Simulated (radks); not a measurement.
Results of a calculation; reference values are marked as such.
Valence configurations of Br+ (all share [Ar]). Level of theory: Dirac Kohn-Sham, PBE, spin-unpolarised, spherical densities, point nucleus; open shells fill j = l - 1/2 first (a radial shooting solver on a logarithmic mesh with Libxc functionals). Energies are relative to 3d10 4s2 4p4; eigenvalues in eV.

valence	E (eV)	e(3d3/2)	e(3d5/2)	e(4p1/2)	e(4p3/2)	e(4s1/2)
3d10 4s2 4p4	0.000	-78.426	-77.340	-17.802	-17.233	-30.325
3d10 4s1 4p5	13.178	-80.045	-78.957	-18.498	-17.912	-31.174
3d9.5 4s2 4p4.5	31.409	-84.821	-83.707	-18.769	-18.156	-31.715
3d8.5 4s2 4p5.5	102.55	-97.965	-96.792	-20.680	-19.977	-34.427
3d10 4p6	26.521	-81.611	-80.522	-19.163	-18.559	-
3d9.5 4s1 4p5.5	45.049	-86.387	-85.271	-19.441	-18.811	-32.530
3d9 4s2 4p5	65.572	-91.335	-90.191	-19.728	-19.070	-33.082
3d9 4s1 4p6	79.659	-92.852	-91.707	-20.379	-19.704	-33.866
3d8 4s2 4p6	142.41	-104.71	-103.51	-21.626	-20.878	-35.753
3d9.5 4s0.5 4p6	51.927	-87.152	-86.035	-19.767	-19.128	-32.924

NIST lists [Ar] 3d10 4s2 4p4 as the ground configuration; this level of theory agrees among the configurations tried. The energies are those of spherical spin-averaged densities, not of single terms.
